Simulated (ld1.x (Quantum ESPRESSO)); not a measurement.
An all-electron radial function and its pseudo partner (K)

Columns: radius, all-electron u(r) and pseudo u(r) of the 3s shell (level -35.73 eV) of potassium in the configuration [Ne] 3s2 3p6 4s0.75 4p0.25; PBE, scalar-relativistic, TM semilocal scheme, ld1.x (Quantum ESPRESSO) 7.5.

```csv
r (bohr),all-electron,pseudo
0.108,-0.0058,0.1010
0.215,-0.4536,0.2024
0.322,-0.4443,0.3062
0.430,-0.1643,0.4145
0.538,0.1843,0.5259
0.645,0.4921,0.6371
0.752,0.7247,0.7439
0.860,0.8784,0.8386
0.968,0.9597,0.9095
1.075,0.9835,0.9469
1.182,0.9664,0.9477
1.290,0.9208,0.9145
1.398,0.8578,0.8567
1.505,0.7862,0.7862
1.612,0.7113,0.7113
1.720,0.6362,0.6362
1.828,0.5643,0.5643
1.935,0.4976,0.4976
2.042,0.4364,0.4364
2.150,0.3805,0.3805
2.258,0.3305,0.3305
2.365,0.2865,0.2865
2.472,0.2477,0.2477
2.580,0.2134,0.2134
2.688,0.1834,0.1834
2.795,0.1576,0.1576
```

(1) How many radial nodes do the two functions have?

(2) At about which radius was the pseudo-wave matched?

(3) Is the pseudo-wave norm-conserving?

Answers

(1) The all-electron 3s function has n − l − 1 = 2 (the table is too coarse to show those close to the nucleus); the pseudo-wave has 0, since the states of the same l below it are removed with the core.

(2) 1.60 bohr, where the columns begin to agree (steps of 0.11 bohr).

(3) Yes: the TM semilocal scheme keeps the norm inside the radius equal to the all-electron one, which fixes the energy derivative of the logarithmic derivative at the level.
